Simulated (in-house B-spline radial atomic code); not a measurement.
RPA and G0W0 on TPSS: the chlorine ion Cl⁵⁺

Configuration [Ne] 3s2, mean-field start TPSS. Computed with a B-spline radial code for spherical atoms: all electrons, scalar-relativistic (spin-free one-electron X2C), finite nucleus, each spin shell either full or empty, empty states to l = 9 with an (l + 1/2)⁻⁴ tail; G0W0 by contour deformation at full frequency.

Command:
```bash
python run_gw.py task.json out
```
Settings (radii: box in bohr, nucleus in fm):
```
Z                        17
electrons                12
configuration            [Ne] 3s2
hamiltonian              x2c
method                   tpss,tpss
lmax                     9
rms_radius               3.3654
spin_polarised           False
box_radius               10.43
intervals                68
ion_configuration        [Ne] 3s1
```

Time taken, with all properties: 1.7 s on 1 thread of Arm Neoverse V2 (shared host).

Energies (hartree):

```csv
term,value
mean-field total,-454.34501
Hartree-Fock functional on these orbitals,-453.81923
direct second order,-0.87368
second-order exchange,0.32119
SOSEX correction,0.28466
```

Task: What is the RPA correlation energy, and what remains with SOSEX?

Result: RPA gives -0.76599 hartree (-1.74 eV per electron); RPA + SOSEX gives -0.48133, and the second-order doubles -0.55249 hartree (no singles). RPA lacks exchange-type terms and so overcorrelates at short range.

Quasi-particle levels (eV):

```
level  occupied  mean field  Σx - vxc     Σc  QP weight     G0W0
   3s       yes      -89.49     -5.66      ?          ?        ?
   2p       yes     -276.96    -26.79   4.70      0.921  -299.05
   3p        no      -74.57      8.37  -2.04      0.943   -68.25
```

G0W0 = mean field + (Σx - vxc) + Σc, with Σc (partial-wave tail included) taken at the quasi-particle energy. Levels of low weight are left out.

Task: Where does G0W0 put 3s?

Result: At -97.48 eV, with Σc = -2.33 eV and a quasi-particle weight of 0.956. The tabulated removal energy is 96.94 ± 0.04 eV (NIST, semi-empirical); the calculation leaves out spin-orbit coupling, Breit and QED terms, and what these don't explain is the method's own error.

Task: What does it cost to remove one electron (to [Ne] 3s1) by differences of total energies, each species on its own start (correlation terms add to the Hartree-Fock functional)?

Result: TPSS 96.52 eV, Hartree-Fock functional 94.95 eV, + RPA 97.49 eV, + RPA + SOSEX 96.82 eV, + second order 97.62 eV. Tabulated: 96.94 ± 0.04 eV (NIST, semi-empirical); the calculation leaves out spin-orbit coupling, Breit and QED terms, and what these don't explain is the method's own error.
